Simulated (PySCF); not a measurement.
B3LYP has the VWN-RPA correlation part, as in Gaussian. Delta-SCF ions had no search for a lower state. Excitations are Tamm–Dancoff values on a coarser integration grid. The basis has no diffuse functions, so Rydberg states are missing or too high.

## CH5In, SMILES `[CH3][InH2]` (charge 0, multiplicity 1)

All values below come from PySCF with B3LYP-D3(BJ)/def2-TZVP // PBE0-D4/def2-TZVP.

The HOMO is -7.36 eV and the dipole moment is 0.144 e·Å. The HOMO–LUMO gap is 5.52 eV. The LUMO comes out as -1.84 eV, the S1 excitation (TDA) is 4.44 eV and the S1 oscillator strength is 0.001. The brightest of the four lowest singlets (TDA) is 6.75 eV and the T1 excitation (TDA) is 4.17 eV. The S1–T1 gap (TDA) comes out as 0.27 eV and the vertical ionisation energy (Delta-SCF) is 9.70 eV. The total energy is -6294.25 eV. The cost comes out as very roughly 40 core-seconds.

Bonds (Å): C1–In2 2.153, C1–H3 1.094, C1–H4 1.090, C1–H5 1.090, In2–H6 1.731, In2–H7 1.731. Angles (°): In2–C1–H3 109.0, In2–C1–H4 111.2, In2–C1–H5 111.2, H3–C1–H4 108.0, H3–C1–H5 107.9, H4–C1–H5 109.5, C1–In2–H6 120.4, C1–In2–H7 120.4, H6–In2–H7 119.3.
Charge 0, spin multiplicity 1.
